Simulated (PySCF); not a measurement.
SCF from a fresh guess for triplet AuSI, at the B3LYP minimum. PySCF input:

```python
from pyscf import gto, scf, dft
mol = gto.M(atom='''
Au    -0.000000     0.000000    -0.719305
S     -0.000000     0.000000    -2.946330
I      0.000000     0.000000     1.858213''',
    basis={'Au': 'def2-SVP', 'S': 'def2-SVP', 'I': 'def2-SVP'},
    ecp={'Au': 'def2-SVP', 'I': 'def2-SVP'},
    charge=0, spin=2)
mf = dft.UKS(mol, xc='B3LYP')
mf.grids.atom_grid = (50, 194)
aux = {'Au': 'def2-universal-JKFIT', 'S': 'def2-universal-JKFIT', 'I': 'def2-universal-JKFIT'}
mf = mf.density_fit(auxbasis=aux)
mf.conv_tol = 1e-08
mf.diis_space = 10
mf.max_cycle = 60
mf.init_guess = 'huckel'
mf.verbose = 4
mf.kernel()
```

Excerpt of the output (cycles alone):

```
init E= -831.402066402414
cycle= 1 E= -830.402789417508  delta_E= 0.999  |g|= 1.16  |ddm|= 2.54
cycle= 2 E= -804.368346125074  delta_E=   26  |g|= 7.26  |ddm|= 10.5
cycle= 3 E= -825.989130585136  delta_E= -21.6  |g|= 2.45  |ddm|= 6.96
cycle= 4 E= -831.055787823646  delta_E= -5.07  |g|= 1.05  |ddm|= 6.43
cycle= 5 E= -831.31690009133  delta_E= -0.261  |g|=  0.7  |ddm|= 1.56
cycle= 6 E= -831.635251408158  delta_E= -0.318  |g|= 0.221  |ddm|= 0.849
cycle= 7 E= -831.679087508486  delta_E= -0.0438  |g|= 0.0435  |ddm|= 0.354
cycle= 8 E= -831.679585906203  delta_E= -0.000498  |g|= 0.0393  |ddm|= 0.15
cycle= 9 E= -831.680892677233  delta_E= -0.00131  |g|= 0.00582  |ddm|= 0.0602
cycle= 10 E= -831.680865798919  delta_E= 2.69e-05  |g|= 0.00731  |ddm|= 0.00931
cycle= 11 E= -831.680913715217  delta_E= -4.79e-05  |g|= 0.000914  |ddm|= 0.0109
cycle= 12 E= -831.680914545166  delta_E= -8.3e-07  |g|= 0.00023  |ddm|= 0.00215
cycle= 13 E= -831.680914591003  delta_E= -4.58e-08  |g|= 0.000102  |ddm|= 0.000381
cycle= 14 E= -831.680914608162  delta_E= -1.72e-08  |g|= 2.97e-05  |ddm|= 0.000406
cycle= 15 E= -831.680914612539  delta_E= -4.38e-09  |g|= 2.77e-05  |ddm|= 0.000292
Extra cycle  E= -831.680914604471  delta_E= 8.07e-09  |g|= 0.000104  |ddm|= 0.000231
converged SCF energy = -831.680914604471  <S^2> = 2.0080378  2S+1 = 3.0053538
```

No lower solution of this spin was found from smeared starts or by a stability analysis within the unrestricted form.

Other spin states or occupations of the open shell can lie lower. Spin–orbit coupling, left out here, can matter for elements this heavy.

The search for the lowest solution, 3 starts and the stability check together, took 21 s on 2 threads of a shared Arm Neoverse N1 host, with 76 basis functions; the process peaked at 0.35 GiB. Launch command: `OMP_NUM_THREADS=2 python axn.py task.json out`.
